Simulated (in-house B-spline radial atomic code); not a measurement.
**How G0W0 and RPA depend on the start: the iodine ion I⁷⁺**

Configuration [Kr] 4d10. Computed with a B-spline radial code for spherical atoms: all electrons, non-relativistic, point nucleus, each spin shell either full or empty, empty states to l = 9 with an (l + 1/2)⁻⁴ tail; G0W0 by contour deformation at full frequency.

Without relativity these are model numbers: it shifts the levels of so heavy an element strongly and can reorder them.

```
            start  mean-field 4d (eV)  G0W0 (eV)  QP weight  RPA correlation (Eh)
     Hartree-Fock             -153.35    -153.59      0.977               -3.3773
         LDA VWN5             -141.18    -153.25      0.964                -3.632
              PBE             -141.02    -153.13      0.964               -3.6273
             PBE0             -144.49    -153.23      0.969               -3.5588
           r2SCAN             -141.90    -153.13      0.967               -3.5813
            HSE06             -144.04    -153.25      0.968               -3.5628
  B3LYP (VWN-RPA)             -143.77          ?          ?                     ?
             SCAN             -141.82    -153.09      0.967               -3.5784
             TPSS             -141.06    -153.16      0.965               -3.6139
        BHandHLYP             -147.72    -153.42      0.972               -3.4957
        CAM-B3LYP             -145.76    -153.38      0.970               -3.5512
          LC-wPBE             -146.63    -153.37      0.970                -3.559
            wB97X             -146.60    -153.17      0.971               -3.5413
           PBEsol             -140.96    -153.16      0.964               -3.6289
             BLYP             -140.78    -153.21      0.964               -3.6288
          r2SCAN0             -145.11          ?          ?                     ?
LDA exchange-only             -139.12    -153.42      0.963               -3.6318
```

Q: What G0W0 level, weight and RPA correlation energy follow from the B3LYP (VWN-RPA) start?

A: G0W0 level -153.29 eV, weight 0.967, RPA correlation -3.5737 hartree.

Q: What G0W0 level, weight and RPA correlation energy follow from the r2SCAN0 start?

A: G0W0 level -153.23 eV, weight 0.970, RPA correlation -3.5279 hartree.

Q: How much of the dependence on the start does G0W0 remove?

A: The mean-field levels span 14.2 eV and the G0W0 levels 0.491 eV. Against 150.81 ± 0.1 eV (NIST, measured) the G0W0 removal energies are off by +2.28 to +2.78 eV, with relativity, Breit and QED terms left out.
